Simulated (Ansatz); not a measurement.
Start from `F[SiH](Cl)[GeH2][Cl]` and change one atom or group to get `F[SiH](F)Cl`.

Ansatz, PBE0-D4/def2-TZVP geometries, multiplicity 1. Each molecule was computed in one conformer, which needn't be the lowest.

Scalar relativity is left out up to krypton.

```tsv
property	`F[SiH](Cl)[GeH2][Cl]`
HOMO energy (PBE0/def2-TZVPP) / eV	-8.30
size of the dipole moment (ωB97M-V/def2-TZVPP) / D	2.65
size of the dipole moment (PBE/def2-TZVPP) / D	2.44
HOMO–LUMO gap (PBE/def2-TZVPP) / eV	5.04
HOMO–LUMO gap (ωB97M-V/def2-TZVPP) / eV	11.03
HOMO–LUMO gap (PBE0/def2-TZVPP) / eV	7.11
```

Give the same properties after the change, and the shifts. (Estimate.)

Ansatz gave: 
```tsv
property	`F[SiH](F)Cl`	shift
HOMO energy (PBE0/def2-TZVPP) / eV	-10.01	-1.71
size of the dipole moment (ωB97M-V/def2-TZVPP) / D	1.16	-1.49
size of the dipole moment (PBE/def2-TZVPP) / D	1.08	-1.36
HOMO–LUMO gap (PBE/def2-TZVPP) / eV	8.23	3.19
HOMO–LUMO gap (ωB97M-V/def2-TZVPP) / eV	14.68	3.65
HOMO–LUMO gap (PBE0/def2-TZVPP) / eV	10.60	3.49
```

With PBE0 the HOMO falls by 1.71 eV and the LUMO rises by 1.78 eV, so the gap widens by about 3.49 eV. PBE moves the HOMO by -1.49 eV and ωB97M-V by -1.94 eV. The zero-point energy changes by -38.2 kJ/mol with -9 modes. Dipoles are sizes alone; their direction can turn.
